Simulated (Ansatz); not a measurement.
Consider the formal exchange of groups at the Si–S bond: `N[Si@H](F)S[Si@@H](N)Cl` + `CCl` → `N[SiH](F)Cl` + `CS[SiH](N)Cl`.

Program: Ansatz. Geometries: PBE0-D4/def2-TZVP. ΔE: electronic, gas phase. CCSD(T)/CBS adds triple-zeta CCSD(T) − MP2 to the extrapolated MP2 energy (def2 sets, frozen cores). This one scheme is used for every species. DFT in def2-TZVPP. B3LYP here is the variant with VWN-RPA as its local correlation; programs differ in this. One conformer a species, not always the lowest.

```tsv
level	ΔE (kcal/mol)	difference from CCSD(T)/CBS
PBE-D4	-10.7	1.5
r2SCAN-D4	-11.8	0.4
PBE0-D4	-11.1	1.1
B3LYP-D4	-11.3	0.9
ωB97X-V	-12.0	0.2
ωB97M-V	-12.1	0.1
B2PLYP	-12.8	-0.6
PBE	-11.7	0.5
r2SCAN	-12.2	0.0
PBE0	-12.1	0.1
B3LYP	-12.9	-0.7
HF/def2-TZVPP	-13.7	-1.5
MP2/def2-TZVPP	-12.6	-0.4
SCS-MP2/def2-TZVPP	-12.6	-0.4
CCSD/def2-TZVPP	-12.5	-0.3
CCSD(T)/def2-TZVPP	-12.2	0.0
HF/def2-QZVPP	-13.8	-1.6
MP2/def2-QZVPP	-12.7	-0.5
SCS-MP2/def2-QZVPP	-12.7	-0.5
HF/CBS(def2)	-13.8	-1.6
MP2/CBS(def2)	-12.7	-0.5
CCSD/CBS(def2)	-12.6	-0.4
CCSD(T)/CBS	-12.2	0
```

Largest T1 diagnostic among the species: 0.011.

The D4 term adds +1.7 kcal/mol with B3LYP and +1.0 kcal/mol with PBE0; it sums over pairs of atoms, weighted by their polarisabilities, and B3LYP, whose exchange is more repulsive, gets the larger term. In def2-TZVPP, CCSD(T) changes the Hartree–Fock value by +1.5 kcal/mol (the triples alone add +0.4 kcal/mol) and MP2 by +1.1 kcal/mol.
